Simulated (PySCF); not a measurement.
Input for PySCF: R-HF/3-21G on GeH2O (SMILES [OH][GeH]), a point of a bond scan (R = 1.623 Å).

```python
from pyscf import gto, scf, dft, mp
from pyscf.data.elements import chemcore

mol = gto.M(
    atom='''
    Ge   -0.23528061   -0.20095819    0.24734314
    H    -1.41085702   -0.03172168   -0.85873679
    O     1.02522544    0.68082931   -0.68889534
    H     0.73803318    1.01574925   -1.54508087
    ''',
    basis='3-21g',
    charge=0, spin=0, verbose=3, max_memory=1800)
mf = scf.RHF(mol)
mf.conv_tol = 1e-8
mf.max_cycle = 100
mf.kernel()
if not mf.converged:
    mf = mf.newton().run(mf.mo_coeff, mf.mo_occ)
```

The log:

```
converged SCF energy = -2140.93827855776
```

The calculation finished and met its thresholds.

Cost: roughly 0.4 core-seconds.
